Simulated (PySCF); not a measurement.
**Cost of response and excited-state runs on `CC[SiH2]C[NH+](C)C`, [C$_{5}$H$_{16}$NSi]+, charge +1**

Molfile (atoms numbered from 1):
```
C5H16NSi
     RDKit          3D

 23 22  0  0  0  0  0  0  0  0999 V2000
    3.1986    0.8143    0.1650 C   0  0  0  0  0  0  0  0  0  0  0  0
    2.6679   -0.5919   -0.1258 C   0  0  0  0  0  0  0  0  0  0  0  0
    0.9465   -0.9179    0.5857 Si  0  0  0  0  0  4  0  0  0  0  0  0
   -0.2782    0.3367   -0.2816 C   0  0  0  0  0  0  0  0  0  0  0  0
   -1.6931   -0.0970   -0.3145 N   0  0  0  0  0  0  0  0  0  0  0  0
   -2.5126    0.7660   -1.1855 C   0  0  0  0  0  0  0  0  0  0  0  0
   -2.2730   -0.1627    1.0364 C   0  0  0  0  0  0  0  0  0  0  0  0
    4.2019    0.9242   -0.2380 H   0  0  0  0  0  0  0  0  0  0  0  0
    2.5690    1.5758   -0.2893 H   0  0  0  0  0  0  0  0  0  0  0  0
    3.2455    1.0004    1.2346 H   0  0  0  0  0  0  0  0  0  0  0  0
    3.3657   -1.3217    0.2880 H   0  0  0  0  0  0  0  0  0  0  0  0
    2.6668   -0.7556   -1.2065 H   0  0  0  0  0  0  0  0  0  0  0  0
    0.3795   -2.2224    0.2130 H   0  0  0  0  0  0  0  0  0  0  0  0
    0.8273   -0.6730    2.0219 H   0  0  0  0  0  0  0  0  0  0  0  0
   -0.2413    1.3124    0.2002 H   0  0  0  0  0  0  0  0  0  0  0  0
    0.0461    0.4827   -1.3118 H   0  0  0  0  0  0  0  0  0  0  0  0
   -1.7049   -1.0450   -0.7056 H   0  0  0  0  0  0  0  0  0  0  0  0
   -2.5240    1.7789   -0.7860 H   0  0  0  0  0  0  0  0  0  0  0  0
   -2.0988    0.7916   -2.1916 H   0  0  0  0  0  0  0  0  0  0  0  0
   -3.5348    0.3955   -1.2370 H   0  0  0  0  0  0  0  0  0  0  0  0
   -1.7261   -0.8754    1.6486 H   0  0  0  0  0  0  0  0  0  0  0  0
   -3.3174   -0.4668    0.9867 H   0  0  0  0  0  0  0  0  0  0  0  0
   -2.2154    0.8192    1.5031 H   0  0  0  0  0  0  0  0  0  0  0  0
  1  2  1  0
  2  3  1  0
  3  4  1  0
  4  5  1  0
  5  6  1  0
  5  7  1  0
  1  8  1  0
  1  9  1  0
  1 10  1  0
  2 11  1  0
  2 12  1  0
  3 13  1  0
  3 14  1  0
  4 15  1  0
  4 16  1  0
  5 17  1  0
  6 18  1  0
  6 19  1  0
  6 20  1  0
  7 21  1  0
  7 22  1  0
  7 23  1  0
M  CHG  1   5   1
M  END
```

PySCF with density fitting, on 1 thread of an AMD EPYC 7R43 64-Core, shared host. Command: `OMP_NUM_THREADS=1 python excited_run.py task.json out`

(1) How long does each of these runs take, and how much memory?
- excited states, BP86/6-31+G*; Tamm-Dancoff; spin-orbit couplings; 6 states; 4 triplets; quadratic response for 4 states
- excited states, CAM-B3LYP/6-31+G*; Tamm-Dancoff; spin-orbit couplings; 10 states; 4 triplets; quadratic response for 4 states; IEF-PCM ethanol; guess atom
- excited states, CAM-B3LYP/def2-SVP; Tamm-Dancoff; spin-orbit couplings; 6 states; 4 triplets; quadratic response for 4 states; writes grids
- excited states, CAM-B3LYP/def2-SVP; Tamm-Dancoff; spin-orbit couplings; 2 states; 4 triplets; quadratic response for 4 states; damping 0.3
- excited states, HSE06/def2-SVP; Tamm-Dancoff; spin-orbit couplings; 6 states; 4 triplets; quadratic response for 4 states; IEF-PCM benzene; guess huckel

Results:

(1) 
| run | level | basis functions | wall time | peak memory (GiB) |
| --- | --- | --- | --- | --- |
| excited states | BP86/6-31+G* | 162 | 48 s | 0.69 |
| excited states | CAM-B3LYP/6-31+G* | 162 | 54 s | 1.1 |
| excited states | CAM-B3LYP/def2-SVP | 182 | 56 s | 0.85 |
| excited states | CAM-B3LYP/def2-SVP | 182 | 44 s | 0.94 |
| excited states | HSE06/def2-SVP | 182 | 54 s | 1 |

Times from a shared host are rough.
